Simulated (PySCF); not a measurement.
Ge, charge -1, quartet; PySCF with WB97X-V/cc-pVDZ.

Input for PySCF:
```python
from pyscf import gto, scf, dft

mol = gto.M(
    atom='''
Ge    0.00000000    0.00000000    0.00000000
''',
    basis='cc-pvdz',
    charge=-1,
    spin=3,
    verbose=4,
)

mf = dft.UKS(mol)
mf.xc = 'wb97x_v'
mf.kernel()
```

Q: What does PySCF print? Leave out banner, timings and long lists.

A: 
```
PySCF version 2.14.0

[INPUT] verbose = 4
[INPUT] num. atoms = 1
[INPUT] num. electrons = 33
[INPUT] charge = -1
[INPUT] spin (= nelec alpha-beta = 2S) = 3
[INPUT] symmetry False subgroup None
[INPUT] Mole.unit = angstrom
[INPUT] Symbol           X                Y                Z      unit          X                Y                Z       unit  Magmom
[INPUT]  1 Ge     0.000000000000   0.000000000000   0.000000000000 AA    0.000000000000   0.000000000000   0.000000000000 Bohr   0.0

nuclear repulsion = 0
number of shells = 6
number of NR pGTOs = 77
number of NR cGTOs = 27
basis = cc-pvdz
ecp = {}

******** <class 'pyscf.dft.uks.UKS'> ********
method = UKS
initial guess = minao
damping factor = 0
level_shift factor = 0
DIIS = <class 'pyscf.scf.diis.CDIIS'>
diis_start_cycle = 1
diis_space = 8
diis_damp = 0
SCF conv_tol = 1e-09
SCF conv_tol_grad = None
SCF max_cycles = 50
direct_scf = True
direct_scf_tol = 1e-13
number electrons alpha = 18  beta = 15
XC library pyscf.dft.libxc version 7.1.2
    S. Lehtola, C. Steigemann, M. J. T. Oliveira, and M. A. L. Marques,  SoftwareX 7, 1–5 (2018)
XC functionals = wb97x_v
    N. Mardirossian and M. Head-Gordon,  Phys. Chem. Chem. Phys. 16, 9904–9924 (2014)
radial grids:
    Treutler-Ahlrichs [JCP 102, 346 (1995); DOI:10.1063/1.469408] (M4) radial grids

becke partition: Becke, JCP 88, 2547 (1988); DOI:10.1063/1.454033
pruning grids: <function nwchem_prune>
grids dens level: 3
symmetrized grids: False
atomic radii adjust function: <function treutler_atomic_radii_adjust>
** Following is NLC and NLC Grids **
NLC functional = wb97x_v
radial grids:
    Treutler-Ahlrichs [JCP 102, 346 (1995); DOI:10.1063/1.469408] (M4) radial grids

becke partition: Becke, JCP 88, 2547 (1988); DOI:10.1063/1.454033
pruning grids: <function nwchem_prune>
grids dens level: 3
symmetrized grids: False
atomic radii adjust function: <function treutler_atomic_radii_adjust>
small_rho_cutoff = 0
Set gradient conv threshold to 3.16228e-05
tot grids = 20640
tot grids = 20640
init E= -2075.90451424339

cycle= 1 E= -2076.7104895199  delta_E= -0.806  |g|= 0.0736  |ddm|= 0.852
cycle= 2 E= -2076.7170010937  delta_E= -0.00651  |g|= 0.0215  |ddm|= 0.25
cycle= 3 E= -2076.71722074547  delta_E= -0.00022  |g|= 0.00608  |ddm|= 0.0266
cycle= 4 E= -2076.71723944186  delta_E= -1.87e-05  |g|= 0.000672  |ddm|= 0.0107
cycle= 5 E= -2076.71724010367  delta_E= -6.62e-07  |g|= 7.03e-05  |ddm|= 0.00282
cycle= 6 E= -2076.71724011099  delta_E= -7.32e-09  |g|= 1.84e-06  |ddm|= 0.00031
cycle= 7 E= -2076.71724011099  delta_E= -2.27e-12  |g|= 2.24e-07  |ddm|= 3.78e-06
Extra cycle  E= -2076.71724011099  delta_E= -9.09e-13  |g|= 4.47e-08  |ddm|= 2.56e-07
converged SCF energy = -2076.71724011099  <S^2> = 3.7509131  2S+1 = 4.0004565
```
